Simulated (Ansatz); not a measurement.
C$_{2}$H$_{4}$BFO$_{2}$ (`CC(=O)OBF`). The species carries charge 0 and has multiplicity 1.

Z-matrix (Å, degrees):
```
C
C 1 1.492
H 1 1.092 2 109.4
H 1 1.087 2 109.9 3 -121.3
H 1 1.092 2 109.7 3 117.1
O 2 1.192 1 126.5 3 120.8
O 2 1.373 1 110.9 3 -57.5
B 7 1.366 2 122.4 1 -157.2
F 8 1.318 7 115.7 2 -171.0
H 8 1.189 7 123.7 2 11.5
```

Question: List the harmonic frequencies (cm⁻¹, unscaled) at PBE0-D4/def2-TZVP in Ansatz. (Estimate.)

Answer: Ansatz gave: 84, 116, 122, 192, 371, 483, 596, 640, 898, 934, 1002, 1063, 1091, 1177, 1257, 1391, 1414, 1458, 1465, 1872, 2704, 3072, 3140, 3193.

Question: Is this a minimum?

Answer: Yes, all 24 modes are real.

Question: Give the ideal-gas thermochemistry at 298.15 K and 1 bar (rigid rotor, harmonic oscillator; point group C1, symmetry number 1).

Answer: Zero-point energy 177.8 kJ/mol; H(298) − E = 197.9 kJ/mol; entropy 341.5 J/(mol·K), of which translation 165.0, rotation 111.6, vibration 64.9; G(298) − E = 96.1 kJ/mol. Modes under 100 cm⁻¹ are hindered rotations or soft bends, so the harmonic entropy is rough.

Question: And at 400, 500, 600, 800 and 1000 K?

Answer: 
| T (K) | H − E (kJ/mol) | S (J/mol/K) | G − E (kJ/mol) |
| --- | --- | --- | --- |
| 400 | 208.8 | 372.8 | 59.7 |
| 500 | 221.3 | 400.6 | 21.0 |
| 600 | 235.3 | 426.1 | -20.4 |
| 800 | 266.9 | 471.5 | -110.2 |
| 1000 | 302.1 | 510.6 | -208.5 |
